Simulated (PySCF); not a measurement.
SeI: frontier orbitals

PBE0 at R = 2.458 Å; basis Se cc-pVTZ-PP with ECP10, I cc-pVTZ-PP with ECP28; scalar-relativistic core potentials; PySCF 2.14. State: ²Π (doublet), unpaired electrons π ↑. Only the outer orbitals are listed, counted within each symmetry, core potentials removing the inner ones.

| spin | orbital | occ. | ε (eV) | on Se (%) | main shells (%) |
| --- | --- | --- | --- | --- | --- |
| α | 7σ | 1 | -21.46 | 51 | 48 Se s, 47 I s |
| α | 8σ | 1 | -18.44 | 49 | 49 I s, 47 Se s |
| α | 9σ | 1 | -10.43 | 47 | 50 I p, 43 Se p |
| α | 5π | 1 | -9.60 | 50 | 50 Se p, 49 I p |
| α | 5π | 1 | -9.02 | 34 | 66 I p, 33 Se p |
| α | 6π | 1 | -7.51 | 49 | 50 I p, 49 Se p |
| α | 6π | 1 | -6.75 | 65 | 65 Se p, 34 I p |
| α | 10σ | 0 | -2.63 | 51 | 52 Se p, 47 I p |
| α | 11σ | 0 | 3.01 | 27 | 65 I s, 21 Se s |
| α | 7π | 0 | 4.96 | 40 | 59 I d, 38 Se d |
| β | 7σ | 1 | -21.01 | 39 | 59 I s, 35 Se s |
| β | 8σ | 1 | -17.72 | 59 | 59 Se s, 38 I s |
| β | 9σ | 1 | -10.21 | 45 | 52 I p, 40 Se p |
| β | 5π | 1 | -8.91 | 30 | 70 I p, 28 Se p |
| β | 5π | 1 | -8.61 | 18 | 81 I p, 16 Se p |
| β | 6π | 1 | -6.51 | 70 | 70 Se p, 29 I p |
| β | 6π | 0 | -4.38 | 81 | 81 Se p, 17 I p |
| β | 10σ | 0 | -2.38 | 53 | 54 Se p, 44 I p |
| β | 11σ | 0 | 3.13 | 22 | 69 I s, 17 Se s |

**Question.** Which are the highest filled and the lowest empty level, where do they sit, and how wide is the gap?

**Answer.** Highest filled β 6π at -6.51 eV (in %: 70 Se p, 29 I p); lowest empty β 6π at -4.38 eV (in %: 81 Se p, 17 I p); the gap at PBE0 is 2.13 eV. Both belong to one degenerate shell, split only by its one-sided filling, so this is no excitation gap.

The bond order (Mayer) is 1.37 and the ⟨S²⟩ is 0.754. The charge on Se (Mulliken, basis-dependent) is -0.05, the charge on Se (Löwdin, basis-dependent) is -0.09 and the dipole moment (positive dipole means Se(−)I(+)) is 0.36 D. The polarisability along the bond is 84.6 bohr³ and the polarisability across the bond is 39.0 bohr³.

Spin–orbit coupling is left out. The state was picked by a PBE0 search and need not be the measured ground state.
